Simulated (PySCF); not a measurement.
**Cr²⁺ (chromium, charge +2) across methods**

[Ar] 3d3 4s1, high-spin 5F determinant (an excited configuration). Computed with PySCF 2.14 in x2c-TZVPPall, with scalar relativity by spin-free X2C-1e. The B2PLYP total includes its PT2 part (frozen core); its orbital energies are those of the SCF part.

```
   method  E (hartree)  mean ε 3p β (eV)  mean ε 3d α (eV)  mean ε 4s α (eV)  Σ⟨r²⟩ (bohr²)   ⟨S²⟩
      M06    -1049.597           -74.298           -32.432           -22.197          21.59  6.000
      UHF  -1048.66219           -81.302           -39.762           -24.062          21.67  6.002
      PBE    -1049.414           -71.013           -30.395           -21.444          21.60  6.000
     PBE0    -1049.454           -73.975           -32.918           -22.197          21.57  6.001
CAM-B3LYP    -1049.715           -75.376           -34.346           -23.471          21.56  6.001
   r2SCAN    -1049.633           -71.912           -31.131           -21.659          21.57  6.001
     PW91    -1049.709           -71.115           -30.508           -21.529          21.59  6.000
   B2PLYP    -1049.410           -76.730           -35.425           -22.881          21.58  6.001
      LDA    -1047.301           -71.136           -30.452           -21.732          21.60  6.000
```
